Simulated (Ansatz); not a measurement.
Ideal-gas functions of `BPB(F)Cl` at 600 K and 1 bar, from an Ansatz frequency run at PBE0-D4/def2-TZVP.

Molar mass 110.07 g/mol, point group C1 (symmetry number 1), electronic degeneracy 1, moments of inertia 118.802, 234.975, 335.986 u Å². Harmonic wavenumbers (cm⁻¹, unscaled): 68, 125, 202, 326, 362, 482, 507, 541, 680, 779, 869, 935, 971, 1162, 1321, 2486, 2615, 2720.

Use S(trans) = R[1.5 ln M + 2.5 ln T − 1.1517]; rotational temperatures θ = 24.2544 K / I; S(rot) = R[ln(√π/σ · √(T³/θAθBθC)) + 1.5]; for each mode x = 1.438777 ν̃/T, S = R[x/(eˣ − 1) − ln(1 − e⁻ˣ)] and H = RT x/(eˣ − 1); 1 cm⁻¹ = 0.0119627 kJ/mol; R = 8.31446 J/(mol·K).

**Question.** By hand: the entropy, in J/(mol·K).

**Answer.** Translation 182.0. Rotation: θ = 0.2042, 0.1032, 0.0722 K, giving 124.0. Vibration, mode by mode: 23.40, 18.36, 14.42, 10.57, 9.75, 7.56, 7.18, 6.71, 5.11, 4.23, 3.57, 3.15, 2.94, 2.05, 1.52, 0.15, 0.11, 0.09, in all 120.9. Electronic 0.0. Sum 426.9 J/(mol·K).

**Question.** By hand: H − E and G − E in kJ/mol, counted from the electronic energy.

**Answer.** Zero-point energy ½ × 17151 × 0.0119627 = 102.6; thermal vibration 36.3; translation, rotation and pV give 4 RT = 20.0. H − E = 158.9 kJ/mol, and G − E = 158.9 − 600 × 426.9/1000 = -97.2 kJ/mol.

Vibration gives 28 % of the entropy, 41.8 J/(mol·K) of it from the modes under 150 cm⁻¹: soft modes count most, and the harmonic formula is weakest for them. The sum counts one conformer and one mirror image; others add a mixing term.
